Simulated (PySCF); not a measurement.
Te: ionisation energy

Te [Kr] 4d10 5s2 5p4 (3P) → Te⁺ [Kr] 4d10 5s2 5p3 (4S), as a difference of total energies. Calculation: PySCF 2.14, in def2-TZVP with the def2 core potential (28 electrons); a scalar-relativistic core potential. Correlated levels: valence: 4s2 4p6 4d10 frozen. The calculations carry no spin-orbit coupling.

```json
{"method": "UHF", "ionisation energy (eV)": "7.727", "error (eV)": "-1.022"}
{"method": "r2SCAN", "ionisation energy (eV)": "8.730", "error (eV)": "-0.019"}
{"method": "LDA", "ionisation energy (eV)": "8.988", "error (eV)": "+0.239"}
{"method": "MP2 (valence)", "ionisation energy (eV)": "8.317", "error (eV)": "-0.432"}
{"method": "SCS-MP2 (valence)", "ionisation energy (eV)": "8.373", "error (eV)": "-0.376"}
{"method": "CCSD (valence)", "ionisation energy (eV)": "8.439", "error (eV)": "-0.310"}
{"method": "CCSD(T) (valence)", "ionisation energy (eV)": "8.465", "error (eV)": "-0.284"}
```

Reference: 8.749 eV (measured; NIST levels, between the centres of gravity of the two terms).

Errors of the correlated levels include the incompleteness of this basis and the frozen core.
